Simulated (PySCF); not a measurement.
trans-(1S,2S)-1,2-dimethylcyclopropane (C₅H₁₀), SMILES C1[C@H](C)[C@H]1C. The structure is a stationary point at PBE-D3(BJ)/def2-SVP.

Method: PySCF with PBE-D3(BJ)/def2-SVP.

Harmonic wavenumbers (cm⁻¹): 196, 214, 231, 281, 403, 415, 773, 779, 823, 857, 921, 944, 995, 1052, 1073, 1080, 1082, 1155, 1162, 1200, 1286, 1338, 1351, 1378, 1411, 1411, 1416, 1420, 1462, 2958, 2959, 3041, 3041, 3043, 3044, 3051, 3060, 3065, 3144. Rotational constants (GHz): 9.902, 3.389, 2.924; symmetry number 2.

### Question
Work out the zero-point energy and the ideal-gas rigid-rotor harmonic-oscillator thermochemistry at 298.15 K and 1 atm.

### Answer
ZPE = ½ Σ hcν = ½ × 58514 cm⁻¹ = 349.99 kJ/mol. H − E(el) = 368.69 kJ/mol. Entropy in J/(mol K): translation 161.76, rotation 101.33, vibration 46.81, total 309.90. G − E(el) = 276.30 kJ/mol. Cp = 103.68 J/(mol K).
